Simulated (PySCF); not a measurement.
Compound: C₈H₆O₂.
Bonds: C1–C2 (triple), C2–C3, C3–C4, C4–C5 (double), C5–C6, C6–O7 (double), C6–O8, O8–C9, C9–C10, C3–C9 (double). Hydrogens: H11 on C1; H12 on C4; H13 on C5; H14, H15, H16 on C10.

NICS is the negative of the GIAO shielding at a point without a nucleus: at the ring centre (0) and 1 Å above and below it (1); zz is the component along the ring normal. Level: GIAO PBE0/pcSseg-1 (PySCF, non-relativistic, gas phase) on the GFN2-xTB geometry, one conformer.

Ring bond lengths (Å), with Mayer bond orders in brackets: C3–C4 1.430 (1.19), C4–C5 1.350 (1.62), C5–C6 1.445 (1.14), C6–O8 1.385 (0.93), O8–C9 1.336 (1.06), C9–C3 1.367 (1.48).

Task: Give the NICS values of each ring in ppm.

Result: 
```
             ring                                                           type  NICS(0)  NICS(1), two faces  NICS(1)zz, two faces  rms pucker (Å)  centre to ring atoms, mean (Å)
C3–C4–C5–C6–O8–C9  6-membered ring with O; bonds drawn aromatic by RDKit's count     -1.5         -4.2 / -4.2           -6.1 / -6.1            0.00                            1.39
```

Task: What can be read from them?

Result: 
- C3–C4–C5–C6–O8–C9: mean NICS(1)zz -6.1 ppm, shielded. That is too small in size for a clear verdict by the NICS criterion.

Task: How equal are the bonds by HOMA? HOMA = 1 − mean of α(R − Ropt)² over the ring bonds, with Krygowski's 1993 parameters (CC: Ropt 1.388 Å, α 257.7 Å⁻²; CO: Ropt 1.265 Å, α 157.38 Å⁻²).

Result: 
- C3–C4–C5–C6–O8–C9: HOMA 0.20; the largest term is that of C6–O8, α(R − Ropt)² = 2.27. The geometric and the magnetic index point the same way.

Task: List the ring angles and the Hirshfeld charges of the ring atoms.

Result: 
- C3–C4–C5–C6–O8–C9: C3 118.0° (-0.032 e), C4 120.1° (-0.015 e), C5 121.2° (-0.067 e), C6 115.6° (+0.186 e), O8 123.3° (-0.060 e), C9 121.7° (+0.125 e); sum 720.0° against 720° for a flat convex ring.

Task: How shielded are the nuclei of the rings and their hydrogens (means over atoms taken as equivalent)?

Result: 
```tsv
atoms	environment	σ isotropic (ppm)	principal values of the symmetric part, first atom (ppm)
C3	unsaturated ring carbon	83.4	-5.3, 92.8, 162.6
C4	unsaturated ring CH carbon	33.7	-84.1, 29.6, 155.7
C5	unsaturated ring CH carbon	67.5	-26.8, 77.4, 151.8
C6	ring carbonyl carbon	24.0	-82.9, 70.3, 84.5
O8	ring oxygen	14.0	-187.8, -15.9, 245.7
C9	unsaturated ring carbon	7.0	-100.6, 17.5, 104.0
H12	hydrogen on carbon	24.25	22.0, 22.5, 28.3
H13	hydrogen on carbon	25.47	22.6, 24.9, 29.0
```

The run took 68 s wall on Arm Neoverse N1, one thread, shared host, and the process peaked at 0.88 GiB of memory. This is the whole shielding run at PBE0/pcSseg-1, SCF included.
